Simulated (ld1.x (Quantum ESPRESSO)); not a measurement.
## Ranking TM semilocal potentials for Bi (Z = 83)

All share these settings but for the change named:

ld1.x (Quantum ESPRESSO) 7.5 input, shortened:

```
&input
   title='Bi', zed=83., rel=1, dft='PBE', iswitch=3,
   config='[Xe] 4f14 5d10 6s2 6p3'
 /
 &inputp
   pseudotype=1, tm=.true., lloc=2,
   nlcc=.true., new_core_ps=.true.
 /
3
6S  1  0   2.00   0.00  1.60  1.60  0.0
6P  2  1   3.00   0.00  2.05  2.05  0.0
5D  3  2  10.00   0.00  1.10  1.10  0.0
 &test
   configts(1)='5d10 6s2 6p3'
 /
```

Test errors are all-electron minus pseudo excitation energies from the reference, over 5d10 6s2 6p2; 5d10 6s2 6p1; 5d10 6s2 6p0; 5d10 6s1 6p4; 5d10 6s2 6p3.3; 5d9 6s2 6p3; 5d9 6s2 6p4. None of these files shows a bound ghost.

The base gives 119.8 meV.

Of 8 variants that were run, those that failed, showed a ghost or another fault, or gave nearly equal values are left out.

A variant can come out equal or close to the base, since the largest error may sit in a test that the change hardly touches while other tests move.

Q: Rank these variants by their largest absolute test error, smallest first.
A. wave 6p (bound): rc 2.05 bohr becomes 6p (bound): rc 2.54 bohr
B. wave 6p (bound): rc 2.05 bohr becomes 6p (bound): rc 2.02 bohr
C. wave 6p (bound): rc 2.05 bohr becomes 6p (bound): rc 1.88 bohr
D. wave 6p (bound): rc 2.05 bohr becomes 6p (bound): rc 3.10 bohr

A: C (67.0 meV), D (76.8 meV), B (119.8 meV), A (146.1 meV).
